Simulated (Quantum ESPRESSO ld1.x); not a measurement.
Question: Radial electron density D(r) = 4 pi r^2 rho(r) of an atom or ion with 5 electrons. Method: Dirac Kohn-Sham, PBEsol, spin-unpolarised, spherical densities, point nucleus; computed with ld1.x of Quantum ESPRESSO 7.5.

```
   r/bohr * D(r) (the largest magnitude, 6.27, reaches the edge; | marks zero)
  0.01512 |  *
  0.02041 |    *
  0.02755 |       *
  0.03682 |            *
   0.0497 |                   *
  0.06709 |                            *
  0.08966 |                                      *
    0.121 |                                                 *
   0.1634 |                                                      *
   0.2183 |                                                   *
   0.2947 |                                      *
   0.3939 |                      *
   0.5317 |           *
   0.7177 |         *
   0.9591 |            *
    1.295 |            *
    1.748 |       *
    2.336 |  *
    3.153 *
    4.256 *
    5.687 *
    7.677 *
    10.36 *
    13.85 *
    18.69 *
    25.24 *
    33.73 *
    45.52 *
```

What is the nuclear charge?

Answer: Z = 6. The innermost maximum, from 1s, lies near gamma/Z bohr with gamma = sqrt(1 - (Z/c)^2) = 0.999, here 0.167 bohr (found: 0.172), and its height grows with Z. The density is that of the carbon ion C+ in [He] 2s2 7d1; the configuration itself is not fixed sharply by these data. D(r) has 6 maxima, at r = 0.172, 1.11, 6.35, 12.4, 21.3, 36.9 bohr, and minima at 0.643, 4.34 bohr, inside which lie 2.06, 4.01 electrons.
